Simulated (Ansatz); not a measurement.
Relaxation of H6NO4Ta (12 atoms, charge 0, multiplicity 1), to a largest force component of 0.02 eV/Å in at most 40 steps.

All numbers below come from Ansatz 0.2.0, RKS PBE/def2-SVP.

```xyz
12
Properties=species:S:1:pos:R:3
Ta 0.000 0.000 0.000
O 2.020 0.000 0.000
H 2.357 -0.531 0.790
O 0.000 0.000 2.020
H -0.255 -0.917 2.357
N 0.000 0.000 -2.160
H -0.612 -0.684 -2.690
H 0.612 0.684 -2.690
O -1.010 1.749 0.000
H -1.486 1.864 0.883
O -1.010 -1.749 0.000
H -1.656 -1.766 0.776
```

Problem. Where does it end, and by what steps?

Solution. It converged. After 17 steps the energy has fallen by 1.101 eV; H3 moved furthest, 0.79 Å.

```tsv
step	energy less start (eV)	largest force component (eV/Å)	accepted
0	0.0000	2.424	yes
1	-0.7275	1.978	yes
2	-0.8801	1.592	yes
3	-1.0496	0.255	yes
4	-1.0700	0.195	yes
5	-1.0675	0.189	no
6	-1.0885	0.108	yes
7	-1.0925	0.097	yes
8	-1.0927	0.281	yes
9	-1.0975	0.062	yes
10	-1.0923	0.237	no
11	-1.0992	0.102	yes
12	-1.0996	0.192	yes
13	-1.1007	0.066	yes
14	-1.1004	0.066	no
15	-1.1011	0.025	yes
16	-1.1011	0.048	no
17	-1.1012	0.010	yes
```

```xyz
12
Properties=species:S:1:pos:R:3
Ta -0.117 -0.033 -0.053
O 1.833 0.013 -0.064
H 2.313 0.257 0.747
O -0.112 -0.339 1.891
H 0.088 -0.944 2.620
N 0.022 -0.103 -2.056
H -0.610 -0.635 -2.663
H 0.859 0.167 -2.585
O -0.964 1.691 0.164
H -1.155 1.965 1.081
O -1.318 -1.558 -0.271
H -1.880 -1.831 0.475
```

Whether the end is a true minimum wasn't checked by a vibrational analysis.

Time of the run: 31 s on 4 threads of Arm Neoverse V2, with other jobs on the host, peak memory 0.19 GiB.
